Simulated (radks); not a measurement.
Ti, 22 electrons, occupied as [Ar] 3d2 4s2 (the NIST ground configuration).

Calculated with a radial shooting solver on a logarithmic mesh with Libxc functionals: scalar-relativistic Kohn-Sham, PBE, spin-polarised, spherical densities, point nucleus; open shells are filled with parallel spins first.

Energy parts (eV):
| part | energy |
|---|---|
| total | -23227.418 |
| kinetic | 23423.053 |
| electron-nucleus | -55223.979 |
| Hartree | 9715.239 |
| exchange-correlation | -1141.730 |

Orbitals (lengths in bohr, moments of r in powers of bohr; <r^-3> diverges for s and p1/2):
| orbital | occ. | eigenvalue (eV) | <r^2> | <r> | <r^-3> | <1/r> |
|---|---|---|---|---|---|---|
| 1s down | 1 | -4868.630 | 0.006513 | 0.06959 | - | 21.80 |
| 1s up | 1 | -4868.620 | 0.006513 | 0.06959 | - | 21.80 |
| 2s up | 1 | -536.9132 | 0.1250 | 0.3250 | - | 4.546 |
| 2s down | 1 | -536.3828 | 0.1248 | 0.3248 | - | 4.549 |
| 2p up | 3 | -444.1780 | 0.1038 | 0.2900 | 264.4 | 4.448 |
| 2p down | 3 | -443.7685 | 0.1036 | 0.2898 | 264.8 | 4.452 |
| 3s up | 1 | -63.2490 | 1.171 | 1.007 | - | 1.396 |
| 3s down | 1 | -61.5088 | 1.172 | 1.007 | - | 1.395 |
| 3p up | 3 | -39.4801 | 1.390 | 1.086 | 30.33 | 1.263 |
| 3p down | 3 | -37.7547 | 1.396 | 1.088 | 30.26 | 1.262 |
| 3d up | 2 | -4.8193 | 3.384 | 1.583 | 1.955 | 0.8745 |
| 4s up | 1 | -4.6689 | 13.80 | 3.459 | - | 0.3760 |
| 4s down | 1 | -4.1738 | 15.03 | 3.607 | - | 0.3584 |
| 3d down | 0 | -3.3362 | 4.046 | 1.701 | 1.836 | 0.8406 |

The highest occupied level is 4s down at -4.174 eV. Spin moment in Bohr magnetons: 2. Summed over all electrons, <r^2> = 47.19 bohr^2, which gives a Langevin (diamagnetic) susceptibility term of -37.4 x 10^-6 cm^3/mol.
